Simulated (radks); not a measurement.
Polarisability of neutral chromium, [Ar] 3d5 4s1, at imaginary frequency. Method: scalar-relativistic Kohn-Sham, LDA (Slater exchange, Perdew-Wang correlation), spin-polarised, spherical densities, finite nucleus; open shells are filled with parallel spins first; Fermi nuclear charge, rms radius 3.6452 fm; computed with a radial shooting solver on a logarithmic mesh with Libxc functionals. Response by self-consistent Sternheimer equations with the Hartree and adiabatic LDA kernel, the relativistic mass of each level held fixed and spin-orbit coupling left out.

w (hartree),alpha1(iw) (bohr^3)
0.00266,66.53
0.0143,65.90
0.0360,62.63
0.0697,54.21
0.118,41.20
0.186,28.00
0.280,17.99
0.413,11.38
0.605,7.170
0.892,4.454
1.35,2.661
2.12,1.458
3.59,0.6756
6.94,0.2337
17.5,0.04802

Static values: alpha1 = 66.55 bohr^3 (9.861 angstrom^3; uncoupled 104.7). C6 = 544.6, triple-dipole C9 = 25450 atomic units. One-pole (London) frequency 4 C6 / (3 alpha1^2) = 0.164 hartree, against 0.143 for minus the highest occupied eigenvalue. Recommended static value: 83 bohr^3 (Schwerdtfeger and Nagle, 2023 table).
